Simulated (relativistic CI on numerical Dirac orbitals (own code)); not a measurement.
**Fe⁴⁺: calculation against measurement**

Computed by Dirac-Coulomb-Breit CI, KLI orbitals optimised for each configuration, model QED (radiative potential, 1s self-energy scaled to tabulated hydrogen-like ionisation energies), valence Slater integrals scaled by 0.85, P86 correlation energy added to each configuration (own radial code, finite nucleus).

CI space (outside the closed core [Ne]): 3s²3p⁶3d⁴, 3s²3p⁶3d³4s, 3s²3p⁶3d³4p, 3s²3p⁵3d⁵, 3s²3p⁶3d³4d, 3s²3p⁶3d³5s, 3s²3p⁶3d³5p, 3s²3p⁶3d³4f, 3s²3p⁶3d³5d, 3s²3p⁶3d³6s, 3s3p⁶3d⁵, 3s²3p⁶3d³6p, 3s²3p⁶3d²4s4p, 3s²3p⁶3d³5f, 3s²3p⁶3d³5g, 3s²3p⁶3d³6d, 3s²3p⁵3d⁴4s, 3s²3p⁶3d²4p4d, 3s²3p⁶3d²4s², 3s²3p⁶3d4s²4p, 3s²3p⁶3d4s²4d, 3s²3p⁶3d4s²5s, 3s²3p⁶3d4s²5p, 3s²3p⁶3d²4p², 3s²3p⁶3d4s4p², 3s²3p⁶3d4p³, 3s²3p⁶3d4p²4d, 3s²3p⁶3d4p²5s, 3s²3p⁶3d4p²5p, 3s²3p⁶3d²4s4d, 3s²3p⁶3d4s4p4d, 3s²3p⁶3d4s4d², 3s²3p⁶3d4s4d5s, 3s²3p⁶3d4s4d5p. Double excitations out of closed p, d and f shells are left out; levels of such configurations are missing from the list, as are those of other unlisted configurations, and high levels can miss mixing partners.

```csv
Configuration,Term (tabulated),J,Measured (cm⁻¹),Computed,Error,Purity (%)
3s²3p⁶3d⁴,5D,0,0.0,0,0,100
3s²3p⁶3d⁴,5D,1,142.1,137,-6,100
3s²3p⁶3d⁴,5D,2,417.3,398,-19,100
3s²3p⁶3d⁴,5D,3,803.1,767,-36,100
3s²3p⁶3d⁴,5D,4,1282.8,1226,-57,100
3s²3p⁶3d⁴,3P2,0,24055.4,24124,68,99
3s²3p⁶3d⁴,3H,4,24932.5,23415,-1517,98
3s²3p⁶3d⁴,3P2,1,24972.9,24997,24,100
3s²3p⁶3d⁴,3H,5,25225.9,23686,-1540,99
3s²3p⁶3d⁴,3H,6,25528.5,23968,-1560,100
3s²3p⁶3d⁴,3P2,2,26468.3,26430,-38,99
3s²3p⁶3d⁴,3F2,2,26760.7,26122,-638,100
3s²3p⁶3d⁴,3F2,3,26842.3,26166,-676,93
3s²3p⁶3d⁴,3F2,4,26974.0,26279,-695,93
3s²3p⁶3d⁴,3G,3,29817.1,28540,-1277,93
3s²3p⁶3d⁴,3G,4,30147.0,28851,-1296,92
3s²3p⁶3d⁴,3G,5,30430.1,29092,-1338,98
3s²3p⁶3d⁴,1G2,4,36586.3,35496,-1090,98
3s²3p⁶3d⁴,3D,3,36630.1,35672,-958,99
3s²3p⁶3d⁴,3D,2,36758.5,35804,-955,99
3s²3p⁶3d⁴,3D,1,36925.4,35961,-965,99
3s²3p⁶3d⁴,1I,6,37511.7,35205,-2306,100
3s²3p⁶3d⁴,1S2,0,39633.4,39487,-147,99
3s²3p⁶3d⁴,1D2,2,46291.2,45394,-897,99
3s²3p⁶3d⁴,1F,3,52732.7,51123,-1610,99
3s²3p⁶3d⁴,3P1,2,61854.4,60940,-914,99
3s²3p⁶3d⁴,3F1,4,62238.1,61037,-1201,99
3s²3p⁶3d⁴,3F1,2,62321.1,61105,-1216,99
3s²3p⁶3d⁴,3F1,3,62364.4,61148,-1216,99
3s²3p⁶3d⁴,3P1,1,62914.2,61963,-951,100
3s²3p⁶3d⁴,3P1,0,63420.0,62452,-968,100
3s²3p⁶3d⁴,1G1,4,71280.3,69456,-1824,100
3s²3p⁶3d⁴,1D1,2,93832.3,91799,-2033,99
3s²3p⁶3d⁴,1S1,0,121130.2,119727,-1403,99
3s²3p⁶3d³4s,5F,1,186433.6,189965,3531,100
3s²3p⁶3d³4s,5F,2,186725.5,190245,3520,100
3s²3p⁶3d³4s,5F,3,187157.5,190661,3503,100
3s²3p⁶3d³4s,5F,4,187719.0,191201,3482,100
3s²3p⁶3d³4s,5F,5,188395.3,191855,3459,100
3s²3p⁶3d³4s,3F,2,195196.3,198147,2951,99
3s²3p⁶3d³4s,3F,3,195933.0,198856,2923,99
3s²3p⁶3d³4s,3F,4,196838.6,199730,2892,99
3s²3p⁶3d³4s,5P,1,204729.9,209193,4463,99
3s²3p⁶3d³4s,5P,2,204975.4,209425,4449,98
3s²3p⁶3d³4s,5P,3,205536.4,209976,4440,100
3s²3p⁶3d³4s,3G,3,208838.2,211768,2930,100
3s²3p⁶3d³4s,3G,4,209110.1,212019,2909,98
3s²3p⁶3d³4s,3G,5,209523.9,212407,2883,98
3s²3p⁶3d³4s,3P,0,212542.1,216600,4058,99
3s²3p⁶3d³4s,3P,1,212818.1,216896,4078,93
3s²3p⁶3d³4s,1G,4,213534.1,216011,2477,87
3s²3p⁶3d³4s,3P,2,213649.2,217651,4002,98
3s²3p⁶3d³4s,3P,2,214525.8,218329,3803,82
3s²3p⁶3d³4s,3P,1,214611.4,218252,3641,93
3s²3p⁶3d³4s,3D,1,215782.6,220010,4228,80
3s²3p⁶3d³4s,3D,3,216538.1,220975,4437,100
3s²3p⁶3d³4s,3D,2,216592.7,220870,4277,83
3s²3p⁶3d³4s,3H,4,216779.1,218310,1531,87
3s²3p⁶3d³4s,3H,5,216860.4,218305,1444,98
3s²3p⁶3d³4s,3H,6,217122.5,218541,1418,100
3s²3p⁶3d³4s,1P,1,219486.9,222883,3396,84
```

Measured levels from Corliss and Sugar, J. Phys. Chem. Ref. Data 11, 135 (1982); pairs were made by configuration, J and term (by order where the table uses no LS term), so strongly mixed levels may be paired wrongly.

Mean error by configuration (cm⁻¹): 3s²3p⁶3d⁴ -947; 3s²3p⁶3d³4s 3375. Over the excited levels the mean absolute error is 2043 cm⁻¹ (60 of the 60 excited levels that our extract of the source holds in range could be paired), and the median relative error of those above 1,000 cm⁻¹ is 1.9 %.
